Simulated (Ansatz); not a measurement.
Ansatz (a quantum-chemistry and plane-wave program) input (CCSD(T)/6-31G*):

Ansatz 0.2 input:
```yaml
crystal:
  periodic: [false, false, false]
  atoms:
    - {symbol: Si, position_ang: [-0.01387041, -0.58979463, -1.34708168]}
    - {symbol: N, position_ang: [-1.47767286, -0.31676075, -0.51289919]}
    - {symbol: Si, position_ang: [-2.10680042, 0.26648096, 0.97708008]}
    - {symbol: O, position_ang: [1.36490486, -0.33266417, -0.50341302]}
    - {symbol: Si, position_ang: [2.08471942, 0.52371613, 0.69526240]}
    - {symbol: H, position_ang: [-0.01799607, -2.00844319, -1.76352095]}
    - {symbol: H, position_ang: [-0.04246737, 0.32322282, -2.51326671]}
    - {symbol: H, position_ang: [-2.39604411, 1.70536128, 0.74001182]}
    - {symbol: H, position_ang: [-3.36200663, -0.44304083, 1.31271146]}
    - {symbol: H, position_ang: [-1.16604180, 0.14872108, 2.12007160]}
    - {symbol: H, position_ang: [1.27919255, 1.72652781, 1.01596155]}
    - {symbol: H, position_ang: [3.43083341, 0.93797089, 0.24517821]}
    - {symbol: H, position_ang: [2.20232088, -0.31731561, 1.90680032]}
basis:
  gaussian:
    orbitals: 6-31G*
magnetization: {spin_polarized: true, initial_magnetization: 1}
correlation: {method: ccsd_t, electrons: outside_noble_gas}
```

Output:

```
Functional definition: HF
integrals: 0.23 GiB planned
1012 factors; integrals over basis functions are off by at most 9.8e-4 eV
0.65 GiB of device memory are held for the factors and their scratch space
mean field: 0.67 GiB planned
mean field evaluation 1: about -27226.7056 eV, gradient 3.1e1 eV
mean field evaluation 2: about -27226.7951 eV, gradient 3.2e1 eV
mean field evaluation 4: about -27232.7020 eV, gradient 3.7e0 eV
mean field evaluation 8: about -27232.9865 eV, gradient 2.7e-1 eV
mean field evaluation 16: about -27230.7474 eV, gradient 2.1e1 eV
mean field evaluation 32: about -27230.6478 eV, gradient 1.5e1 eV
mean field evaluation 64: about -27232.3953 eV, gradient 8.1e-4 eV
mean field evaluation 96: about -27232.3953 eV, gradient 1.9e-3 eV
mean field -27232.98830602 eV, -1000.7938610639 hartree, gradient 1.9e-6 eV, S^2 0.758861; 5 other end points of the search recorded, 0 dependent functions left out
determinant -27232.98830602 eV, -1000.7938610639 hartree, with singles and doubles -27249.32950779 eV, -1001.3943891522 hartree
determinant -27232.39527285 eV, -1000.7720674967 hartree, with singles and doubles -27248.66820903 eV, -1001.3700868712 hartree
17 core orbitals not correlated
reference -27232.98830602 eV, -1000.7938610639 hartree; 16, 15 occupied and 70, 71 virtual orbitals, 1012 factors
second order -14.61105254 eV of doubles, -0.00000000 eV of singles
coupled cluster: 1.36 GiB planned
cycle   1  -16.34223903 eV  change   -1.0e-3 eV  update   1.9e-3
cycle   2  -16.34320567 eV  change   -9.7e-4 eV  update   1.3e-3
cycle   3  -16.34330239 eV  change   -9.7e-5 eV  update   7.5e-4
cycle   4  -16.34333506 eV  change   -3.3e-5 eV  update   2.7e-4
cycle   5  -16.34381688 eV  change   -4.8e-4 eV  update   9.6e-5
cycle   6  -16.34405350 eV  change   -2.4e-4 eV  update   6.1e-5
cycle   7  -16.34405327 eV  change    2.2e-7 eV  update   4.7e-5
cycle   8  -16.34398265 eV  change    7.1e-5 eV  update   4.1e-5
cycle   9  -16.34398912 eV  change   -6.5e-6 eV  update   3.3e-5
perturbative correction -0.39559519 eV, -0.0145378549 hartree
Total energy: -27249.72789033 eV, -1001.4090294407 hartree
```

It need not be the lowest isomer of its formula.
